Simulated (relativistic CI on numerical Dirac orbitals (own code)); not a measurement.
# Cu⁴⁺ in a cubic cluster: 2p photoemission with charge transfer

Computed with a charge-transfer multiplet model of a cubic metal-ligand cluster with up to 2 ligand holes, Slater and spin-orbit integrals from Dirac-Coulomb-Breit ions, Slater integrals scaled by 0.9. The ground state mixes d7 with configurations of k ligand holes L, whose averages lie at kΔ + k(k − 1)U_dd/2; a core hole lowers each added d electron by U_cd. 300 K, Lorentzian 0.6 eV and Gaussian 0.8 eV FWHM.

Atomic integrals in eV (Slater integrals scaled, ζ unscaled), ground: F2dd 13.318, F4dd 8.350, zeta_d 0.120; with the core hole: F2dd 14.765, F4dd 9.299, zeta_d 0.162, zeta_core 13.365, F2cd 9.081, G1cd 7.133, G3cd 4.063.

Cluster parameters (eV): Δ = -1.3, U_dd = 8.6, U_cd = 10.6, 10Dq = 2.05, 10Dq(ligand) = 0.8, final-state hopping factor = 1.

| Case | n_d | d7 | d8L | d9L2 | S |
| --- | --- | --- | --- | --- | --- |
| V(eg) = 2.1 eV, V(t2g) = -0.95 eV | 7.79 | 0.27 | 0.66 | 0.07 | 0.51 |
| V(eg) = 2.7 eV, V(t2g) = -1.22 eV | 7.80 | 0.29 | 0.63 | 0.09 | 0.51 |
| V(eg) = 3 eV, V(t2g) = -1.35 eV | 7.81 | 0.29 | 0.62 | 0.10 | 0.51 |
| V(eg) = 3.3 eV, V(t2g) = -1.49 eV | 7.82 | 0.29 | 0.61 | 0.11 | 0.51 |
| V(eg) = 3.9 eV, V(t2g) = -1.76 eV | 7.84 | 0.29 | 0.59 | 0.12 | 0.51 |

Weights, n_d and S are thermal averages at 300 K. Binding energies count from the first peak over 30 % of the highest in each spectrum, which can be another peak from case to case. The parameters are a model scan and need not match a compound or its usual spin state. Peaks in eV (height, largest 100):
- V(eg) = 2.1 eV, V(t2g) = -0.95 eV: 0.0 (100), 4.8 (17), 6.8 (19), 10.8 (17), 17.3 (6), 20.9 (48), 23.4 (13), 28.1 (9), 30.6 (10)
- V(eg) = 2.7 eV, V(t2g) = -1.22 eV: 0.0 (100), 3.1 (9), 5.4 (12), 9.0 (12), 12.5 (15), 15.1 (5), 21.0 (49), 23.7 (11), 30.1 (6), 31.0 (6), 32.4 (9)
- V(eg) = 3 eV, V(t2g) = -1.35 eV: 0.0 (100), 3.2 (8), 5.7 (10), 9.9 (11), 13.3 (14), 20.9 (48), 23.7 (10), 31.6 (6), 33.3 (9)
- V(eg) = 3.3 eV, V(t2g) = -1.49 eV: 0.0 (100), 3.4 (8), 6.1 (9), 10.9 (10), 14.2 (12), 20.9 (48), 23.9 (9), 32.4 (5), 34.2 (9)
- V(eg) = 3.9 eV, V(t2g) = -1.76 eV: 0.0 (100), 3.6 (7), 6.8 (7), 12.7 (9), 15.8 (10), 18.4 (6), 20.9 (48), 24.0 (6), 35.8 (7)

For the case V(eg) = 3 eV, V(t2g) = -1.35 eV, Δ = -1.3 eV is smaller than U_dd = 8.6 eV, the charge-transfer side of the Zaanen-Sawatzky-Allen scheme (negative Δ: between configuration averages a ligand hole costs less than the nominal valence; multiplet and field energies can change this for the lowest states). With the core hole the average of the configuration with one ligand hole lies at Δ − U_cd = -11.9 eV before mixing: it lies below the unscreened one, so the lowest final states are mostly screened and the unscreened weight appears at higher binding energy as a satellite.

With at most 2 ligand holes the space is cut while the next configuration still counts, so covalency is underestimated, and a final configuration with one more ligand hole, which can lie low, is missing from the spectra.
